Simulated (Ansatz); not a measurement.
BiH₃, 4 atoms. Hardware: 4 threads of Arm Neoverse V1 on a shared host.

In the def2 sets Bi takes a core potential; there is no spin–orbit coupling. Correlated methods freeze 4 core orbitals; core or outer-core shells of Bi are correlated, in sets that lack core-valence functions.

(1) How many basis functions does each of these Ansatz runs have, and roughly what does it cost? PBE0-D4/def2-SVP, charge 0 singlet, energy, from earlier orbitals; PBE-D4/def2-TZVP, charge 0 singlet, energy, from earlier orbitals; BLYP-D4/def2-TZVP, charge 0 singlet, energy, from earlier orbitals; PBE-D4/def2-SVP, charge 0 singlet, energy, from earlier orbitals; PBE0-D4/def2-TZVP, charge 1 doublet, energy, from earlier orbitals; CAM-B3LYP-D4/def2-TZVP, charge 0 singlet, energy, from earlier orbitals; r2SCAN0-D4/def2-TZVP, charge 0 singlet, energy, from earlier orbitals; PBE-D4/def2-TZVP, charge 1 doublet, energy, from earlier orbitals; PBE0-D4/def2-TZVP, charge 0 triplet at the geometry of the charge 0 singlet, energy; PBE0-D4/def2-TZVP, charge 1 doublet at the geometry of the charge 0 singlet, energy; HSE06-D4/def2-TZVP, charge 0 singlet, energy and forces, from earlier orbitals; MP2/def2-TZVP, charge 0 singlet, energy, from earlier orbitals.

## Answers

(1) Other jobs shared the machine, so times can vary by a factor of up to 3. A dash marks memory too small to be measured apart from the calling script's.

| run | functions | fitting or Cholesky vectors | wall time | peak host memory (GiB) |
| --- | --- | --- | --- | --- |
| PBE-D4/def2-SVP, charge 0 singlet, energy, from earlier orbitals | 41 | 450 | 0.25 s | – |
| PBE0-D4/def2-SVP, charge 0 singlet, energy, from earlier orbitals | 41 | 486 | 0.3 s | – |
| MP2/def2-TZVP, charge 0 singlet, energy, from earlier orbitals | 68 | 619 | 0.3 s | – |
| PBE-D4/def2-TZVP, charge 0 singlet, energy, from earlier orbitals | 68 | 492 | 0.3 s | – |
| BLYP-D4/def2-TZVP, charge 0 singlet, energy, from earlier orbitals | 68 | 492 | 0.3 s | – |
| CAM-B3LYP-D4/def2-TZVP, charge 0 singlet, energy, from earlier orbitals | 68 | 537 | 0.45 s | – |
| PBE-D4/def2-TZVP, charge 1 doublet, energy, from earlier orbitals | 68 | 492 | 0.5 s | – |
| PBE0-D4/def2-TZVP, charge 1 doublet, energy, from earlier orbitals | 68 | 537 | 0.55 s | – |
| HSE06-D4/def2-TZVP, charge 0 singlet, energy and forces, from earlier orbitals | 68 | 537 | 0.55 s | – |
| PBE0-D4/def2-TZVP, charge 1 doublet at the geometry of the charge 0 singlet, energy | 68 | 537 | 0.7 s | – |
| PBE0-D4/def2-TZVP, charge 0 triplet at the geometry of the charge 0 singlet, energy | 68 | 537 | 0.85 s | – |
| r2SCAN0-D4/def2-TZVP, charge 0 singlet, energy, from earlier orbitals | 68 | 537 | 0.85 s | – |
